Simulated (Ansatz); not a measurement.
rubidium atom (Rb), doublet (all electrons, no relativity); Ansatz (a first-principles code) with PBE0/3-21G.

Ansatz was given this input:
Ansatz 0.2 input:
```yaml
crystal:
  periodic: [false, false, false]
  atoms:
    - {symbol: Rb, position_ang: [0.00000000, 0.00000000, 0.00000000]}
basis:
  gaussian:
    orbitals: 3-21G.json
hamiltonian:
  xc: pbe0
magnetization: {spin_polarized: true, initial_magnetization: 1}
```
The basis file holds 3-21G in the JSON format of the Basis Set Exchange.

The log (banner, timings and long lists left out):

```
Functional definition: PBE0
188 factors; integrals over basis functions are off by at most 1.2e-4 eV
mean field evaluation 1: about -79625.0302 eV, gradient 3.6e-1 eV
mean field evaluation 2: about -79625.0376 eV, gradient 8.3e-2 eV
mean field evaluation 4: about -79625.0381 eV, gradient 7.4e-3 eV
mean field evaluation 8: about -79625.0381 eV, gradient 2.8e-6 eV
mean field -79625.03807581 eV, -2926.1661774969 hartree, gradient 2.8e-6 eV, S^2 0.750093; 1 other end points of the search recorded, 0 dependent functions left out
reference -79625.03810221 eV, -2926.1661784671 hartree; 19, 18 occupied and 8, 9 virtual orbitals, 188 factors
Total energy: -79625.03810221 eV, -2926.1661784671 hartree
```
